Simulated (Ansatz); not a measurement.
Geometry optimisation, DFT PBE-D3(BJ), scalar-relativistic, plane waves, PAW (Ansatz 0.2.0).

The input (input.yaml):

```yaml
crystal:
  lattice:
    - [5.048742, 0.0, 0.0]
    - [0.0, 5.048742, 0.0]
    - [0.0, 0.0, 16.1647]
  atoms:
    - { symbol: H, position: [0.4277868, 0.0, 0.0618632] }
    - { symbol: H, position: [0.0722132, 0.0, 0.0618632] }
    - { symbol: H, position: [0.9277868, 0.0, 0.0618632] }
    - { symbol: H, position: [0.5722132, 0.0, 0.0618632] }
    - { symbol: H, position: [0.4277868, 0.5, 0.0618632] }
    - { symbol: H, position: [0.0722132, 0.5, 0.0618632] }
    - { symbol: H, position: [0.9277868, 0.5, 0.0618632] }
    - { symbol: H, position: [0.5722132, 0.5, 0.0618632] }
    - { symbol: C, position: [0.25, 0.0, 0.1011278] }
    - { symbol: C, position: [0.75, 0.0, 0.1011278] }
    - { symbol: C, position: [0.25, 0.5, 0.1011278] }
    - { symbol: C, position: [0.75, 0.5, 0.1011278] }
    - { symbol: C, position: [0.25, 0.25, 0.1563407] }
    - { symbol: C, position: [0.75, 0.25, 0.1563407] }
    - { symbol: C, position: [0.25, 0.75, 0.1563407] }
    - { symbol: C, position: [0.75, 0.75, 0.1563407] }
    - { symbol: C, position: [0.0, 0.25, 0.2115536] }
    - { symbol: C, position: [0.5, 0.25, 0.2115536] }
    - { symbol: C, position: [0.0, 0.75, 0.2115536] }
    - { symbol: C, position: [0.5, 0.75, 0.2115536] }
    - { symbol: C, position: [0.0, 0.0, 0.2667665] }
    - { symbol: C, position: [0.5, 0.0, 0.2667665] }
    - { symbol: C, position: [0.0, 0.5, 0.2667665] }
    - { symbol: C, position: [0.5, 0.5, 0.2667665] }
    - { symbol: C, position: [0.25, 0.0969069, 0.3195048] }
    - { symbol: C, position: [0.75, 0.0969069, 0.3195048] }
    - { symbol: C, position: [0.25, 0.4030931, 0.2972341] }
    - { symbol: C, position: [0.75, 0.4030931, 0.2972341] }
    - { symbol: "N", position: [0.5523302, 0.6416887, 0.3986897] }
    - { symbol: "N", position: [0.4843399, 0.4242932, 0.4048761] }
basis:
  ecutwfc: 420.0
kpoints:
  mp_grid: { grid: [2, 2, 1] }
hamiltonian:
  xc: pbe
  dispersion: d3bj
  pseudopotentials: { kind: paw, azcp: { folder: soft_1 } }
scf:
  occupations: { method: gaussian, width: 0.02 }
  lower_state_search: "off"
relax:
  f_tol: 0.03
  max_steps: 60
  adjacent_minimum: "off"
  constraints: [{ sites: [0, 1, 2, 3, 4, 5, 6, 7, 8, 9, 10, 11, 12, 13, 14, 15] }]
```

Run as:

```bash
$ ansatz run input.yaml --threads 1 --pin off --max-ram 3072MiB --backend cpu --events-out ev --progress --plain --runs-dir out
```

Problem. Where does it end, and by what steps?

Solution. It converged. The force dipped under the threshold on the way, but the program's further checks kept it going. Limits of this set-up: coarse k mesh, thin slab, slab without dipole correction. After 39 steps the energy has fallen by 6.468 eV; N30 moved furthest, 2.28 Å.

```json
{"step": "0", "energy less start (eV)": "0.0000", "largest force component (eV/Å)": "5.582", "accepted": "yes"}
{"step": "2", "energy less start (eV)": "-4.9612", "largest force component (eV/Å)": "2.297", "accepted": "yes"}
{"step": "4", "energy less start (eV)": "-5.9904", "largest force component (eV/Å)": "0.745", "accepted": "yes"}
{"step": "6", "energy less start (eV)": "-6.3250", "largest force component (eV/Å)": "0.231", "accepted": "yes"}
{"step": "8", "energy less start (eV)": "-6.4309", "largest force component (eV/Å)": "0.125", "accepted": "yes"}
{"step": "10", "energy less start (eV)": "-6.4529", "largest force component (eV/Å)": "0.179", "accepted": "yes"}
{"step": "12", "energy less start (eV)": "-6.3453", "largest force component (eV/Å)": "4.367", "accepted": "no"}
{"step": "14", "energy less start (eV)": "-6.4607", "largest force component (eV/Å)": "0.147", "accepted": "yes"}
{"step": "16", "energy less start (eV)": "-6.4607", "largest force component (eV/Å)": "0.147", "accepted": "yes"}
{"step": "18", "energy less start (eV)": "-6.4616", "largest force component (eV/Å)": "0.486", "accepted": "yes"}
{"step": "20", "energy less start (eV)": "-6.4636", "largest force component (eV/Å)": "0.179", "accepted": "yes"}
{"step": "22", "energy less start (eV)": "-6.4640", "largest force component (eV/Å)": "0.123", "accepted": "yes"}
{"step": "24", "energy less start (eV)": "-6.4649", "largest force component (eV/Å)": "0.111", "accepted": "yes"}
{"step": "26", "energy less start (eV)": "-6.4654", "largest force component (eV/Å)": "0.088", "accepted": "yes"}
{"step": "28", "energy less start (eV)": "-6.4662", "largest force component (eV/Å)": "0.114", "accepted": "yes"}
{"step": "30", "energy less start (eV)": "-6.4669", "largest force component (eV/Å)": "0.137", "accepted": "yes"}
{"step": "32", "energy less start (eV)": "-6.4672", "largest force component (eV/Å)": "0.038", "accepted": "yes"}
{"step": "34", "energy less start (eV)": "-6.4678", "largest force component (eV/Å)": "0.014", "accepted": "yes"}
{"step": "36", "energy less start (eV)": "-6.4678", "largest force component (eV/Å)": "0.042", "accepted": "yes"}
{"step": "38", "energy less start (eV)": "-6.4679", "largest force component (eV/Å)": "0.007", "accepted": "yes"}
{"step": "39", "energy less start (eV)": "-6.4679", "largest force component (eV/Å)": "0.018", "accepted": "yes"}
```

```xyz
30
Lattice="5.0487 0.0000 0.0000 0.0000 5.0487 0.0000 0.0000 0.0000 16.1647" Properties=species:S:1:pos:R:3
H 2.160 0.000 1.000
H 0.365 0.000 1.000
H 4.684 0.000 1.000
H 2.889 0.000 1.000
H 2.160 2.524 1.000
H 0.365 2.524 1.000
H 4.684 2.524 1.000
H 2.889 2.524 1.000
C 1.262 0.000 1.635
C 3.787 0.000 1.635
C 1.262 2.524 1.635
C 3.787 2.524 1.635
C 1.262 1.262 2.527
C 3.787 1.262 2.527
C 1.262 3.787 2.527
C 3.787 3.787 2.527
C 0.000 1.262 3.327
C 2.524 1.262 3.326
C 0.000 3.787 3.519
C 2.524 3.787 3.518
C 0.000 0.084 4.358
C 2.524 0.085 4.357
C 0.000 2.440 4.358
C 2.524 2.440 4.357
C 1.262 0.569 5.042
C 3.787 0.569 5.040
C 1.262 1.955 5.042
C 3.787 1.955 5.041
N 3.339 3.792 7.704
N 2.312 3.797 8.108
```

Whether the end is a true minimum wasn't checked by a vibrational analysis.

The run took 3.5 min on 1 thread of Arm Neoverse V2 (shared host), peak memory 0.58 GiB.
